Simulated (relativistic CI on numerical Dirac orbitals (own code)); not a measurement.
# Er³⁺: 5s photoemission

Computed with this model: Dirac-Coulomb-Breit CI, KLI orbitals optimised for each configuration, model QED, multiplet model of photoemission in the sudden approximation, unscaled Slater integrals; configurations [Xe] 4f11 → [Kr] 4d10 4f11 5s 5p6; 300 K; Lorentzian 1.5 eV and Gaussian 0.6 eV FWHM. Energies are those of the free ion, without screening or charge transfer. The energies are binding energies and can lie tens of eV above those of solids. Without intra-shell correlation the exchange splitting of an s hole comes out too large, often by half or more. S is read from ⟨S²⟩ = S(S + 1).

free ion: ground-state S = 1.48, centroid 91.89 eV. Peaks (eV, height): 91.0 (100), 93.6 (56).

Strongest unbroadened transitions for free ion:

| Energy (eV) | Relative strength |
| --- | --- |
| 90.98 | 100.0 |
| 91.57 | 30.1 |
| 93.60 | 58.0 |
| 95.54 | 0.0 |
| 95.83 | 0.2 |
